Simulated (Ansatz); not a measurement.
Basis-set extrapolation for `COB(F)[SiH2]F` (PBE0-D4/def2-TZVP geometry, frozen core, the Gaussian-basis code of Ansatz). Multiplicity 1, RHF reference.

```csv
,def2-TZVPP,def2-QZVPP
HF,-628.456961,-628.482039
MP2 correlation,-1.118590,-1.213378
CCSD(T) correlation,-1.192738,not run
```

Energies in hartree. Use E(X) = E(∞) + A·exp(−7.88·√X) for Hartree–Fock and E(X) = E(∞) + B·X^(−2.97) for correlation, with X = 3 and 4, and add CCSD(T) minus MP2 of the smaller set to the MP2 limit.

**Question.** What is the CCSD(T) energy at the basis-set limit?

**Answer.** HF limit: -628.482039 + (-0.025078) × 0.13774 = -628.48549. MP2 limit: -1.213378 + (-0.094788) × 0.74074 = -1.28359. Higher-order term: -1.192738 − (-1.118590) = -0.07415. Total: -629.84323 hartree, 5.27 eV below CCSD(T)/def2-TZVPP.
